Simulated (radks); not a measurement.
The numbers below are computed, except where a source is named.
Species: the thulium ion Tm+. Configuration: [Xe] 4f13 6s1 (the NIST ground configuration). Code: a radial shooting solver on a logarithmic mesh with Libxc functionals. Model: Dirac Kohn-Sham, LDA (Slater exchange, Perdew-Wang correlation), spin-unpolarised, spherical densities, point nucleus; open shells fill j = l - 1/2 first.

Spin-orbit splittings of the eigenvalues, e(l+1/2) - e(l-1/2), with zeta = 2 splitting/(2l+1) and mean radii in bohr:

shell	occ.	splitting (eV)	zeta (eV)	<r> j=l-1/2	<r> j=l+1/2
2p	6	979.1	652.8	0.07010	0.07749
3p	6	206.7	137.8	0.2104	0.2243
3d	10	45.21	18.08	0.1974	0.2017
4p	6	46.85	31.24	0.5063	0.5385
4d	10	8.522	3.409	0.5654	0.5769
4f	13	1.199	0.3427	0.7945	0.8168
5p	6	5.779	3.852	1.391	1.508
